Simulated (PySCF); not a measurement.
## I²⁺: ionisation energy

I²⁺ [Kr] 4d10 5s2 5p3 (4S) → I³⁺ [Kr] 4d10 5s2 5p2 (3P), as a difference of total energies. Computed with PySCF 2.14 in aug-cc-pwCVQZ-PP with ECP28MDF (10s10p8d6f4g1h, 169 functions), with a scalar-relativistic core potential. The calculations carry no spin-orbit coupling.

```json
{"method": "UHF", "ionisation energy (eV)": "29.839", "difference from reference (eV)": "+0.269"}
{"method": "BP86", "ionisation energy (eV)": "30.374", "difference from reference (eV)": "+0.804"}
{"method": "r2SCANh", "ionisation energy (eV)": "30.573", "difference from reference (eV)": "+1.003"}
{"method": "wB97M-V", "ionisation energy (eV)": "30.205", "difference from reference (eV)": "+0.635"}
```

Reference: 29.57 ± 0.025 eV (measured; NIST Atomic Spectra Database, ionization energies).

The reference lies between the lowest fine-structure levels, while these numbers refer to the centres of the terms.
